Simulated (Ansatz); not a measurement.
A further run on `FC(F)(F)Oc1ccc(Oc2ccc(Oc3ccc(C(F)(F)F)cc3)cc2)cc1`.

```yaml
crystal:
  periodic: [false, false, false]
  atoms:
    - {symbol: F, position_ang: [7.705580, 1.074068, -1.469896]}
    - {symbol: C, position_ang: [7.839047, 0.993031, -0.124664]}
    - {symbol: F, position_ang: [7.251846, 2.092873, 0.402146]}
    - {symbol: F, position_ang: [9.139267, 1.019849, 0.174171]}
    - {symbol: O, position_ang: [7.330184, -0.160268, 0.380486]}
    - {symbol: C, position_ang: [5.975987, -0.473213, 0.260327]}
    - {symbol: C, position_ang: [5.592206, -1.664036, 0.896084]}
    - {symbol: C, position_ang: [4.258750, -2.080694, 0.853202]}
    - {symbol: C, position_ang: [3.304971, -1.307937, 0.167833]}
    - {symbol: O, position_ang: [2.022003, -1.804557, 0.110249]}
    - {symbol: C, position_ang: [0.947856, -0.943111, 0.038036]}
    - {symbol: C, position_ang: [-0.086699, -1.272064, -0.854241]}
    - {symbol: C, position_ang: [-1.233698, -0.472393, -0.923232]}
    - {symbol: C, position_ang: [-1.344324, 0.657707, -0.093713]}
    - {symbol: O, position_ang: [-2.418009, 1.524241, -0.181964]}
    - {symbol: C, position_ang: [-3.703449, 1.047417, -0.145047]}
    - {symbol: C, position_ang: [-4.062240, -0.160087, 0.484596]}
    - {symbol: C, position_ang: [-5.407101, -0.547850, 0.512496]}
    - {symbol: C, position_ang: [-6.396114, 0.255356, -0.079944]}
    - {symbol: C, position_ang: [-7.848051, -0.142024, -0.013557]}
    - {symbol: F, position_ang: [-8.000498, -1.475594, 0.174004]}
    - {symbol: F, position_ang: [-8.494070, 0.477716, 1.009032]}
    - {symbol: F, position_ang: [-8.510223, 0.191185, -1.150371]}
    - {symbol: C, position_ang: [-6.029297, 1.465234, -0.698754]}
    - {symbol: C, position_ang: [-4.690365, 1.861748, -0.733628]}
    - {symbol: C, position_ang: [-0.311916, 0.986867, 0.799131]}
    - {symbol: C, position_ang: [0.836797, 0.188760, 0.866405]}
    - {symbol: C, position_ang: [3.695801, -0.121649, -0.477141]}
    - {symbol: C, position_ang: [5.031541, 0.302130, -0.431401]}
    - {symbol: H, position_ang: [6.354329, -2.251166, 1.427787]}
    - {symbol: H, position_ang: [3.937163, -3.009193, 1.345912]}
    - {symbol: H, position_ang: [0.027766, -2.157478, -1.495661]}
    - {symbol: H, position_ang: [-2.041674, -0.716942, -1.627978]}
    - {symbol: H, position_ang: [-3.292314, -0.789406, 0.952657]}
    - {symbol: H, position_ang: [-5.692632, -1.491884, 0.998426]}
    - {symbol: H, position_ang: [-6.799488, 2.093132, -1.170448]}
    - {symbol: H, position_ang: [-4.381098, 2.798323, -1.219243]}
    - {symbol: H, position_ang: [-0.425670, 1.872483, 1.440464]}
    - {symbol: H, position_ang: [1.645080, 0.435484, 1.569841]}
    - {symbol: H, position_ang: [2.955069, 0.476159, -1.026976]}
    - {symbol: H, position_ang: [5.317676, 1.227796, -0.945455]}
basis:
  gaussian: {orbitals: cc-pVDZ, fitting: {mean_field: def2-universal-jkfit}}
magnetization: {spin_polarized: true, initial_magnetization: 0}
hamiltonian: {xc: {name: HF}}
correlation: {method: mp2}
accuracy: high
scf: {omitted_lower_state_checks: [starts]}
```

```sh
$ ansatz run in.yaml --threads 2 --pin off --events-out ev --progress --plain --max-ram 32768MiB --backend cuda --devices 0, --max-vram 18GiB
```

It prints (some lines left out):

```
Functional definition: HF
2409 factors; integrals over basis functions are off by at most 2.1e-1 eV
mean field evaluation 1: about -43132.6224 eV, gradient 5.7e1 eV
mean field evaluation 2: about -43145.3979 eV, gradient 2.9e1 eV
mean field evaluation 4: about -43148.4329 eV, gradient 1.5e0 eV
mean field evaluation 8: about -43148.4456 eV, gradient 2.4e-8 eV
mean field evaluation 16: about -43148.7701 eV, gradient 2.2e-3 eV
mean field -43148.77008704 eV, -1585.6880534117 hartree, gradient 2.1e-8 eV, S^2 1.521433; 2 other end points of the search recorded, 0 dependent functions left out
29 core orbitals not correlated: weight in the atoms' cores, before any rotation towards them, 1.000 or more for the frozen orbitals, at most 0.000 for the correlated occupied ones
reference -43148.77008704 eV, -1585.6880534117 hartree; 76, 76 occupied and 361, 361 virtual orbitals, 2409 factors
second order -112.13352200 eV of doubles, -0.00000000 eV of singles
Total energy: -43260.90360904 eV, -1589.8088843386 hartree
Checks for a lower state left out: starts
```

Run time 11 s (2 threads of AMD EPYC 7R13 on a shared host and a share (18 GiB) of an NVIDIA H100 80GB HBM3), peak host memory 0.99 GiB.

Correlated methods freeze 29 core orbitals. The unrestricted singlet has broken spin symmetry (⟨S²⟩ up to 1.52).
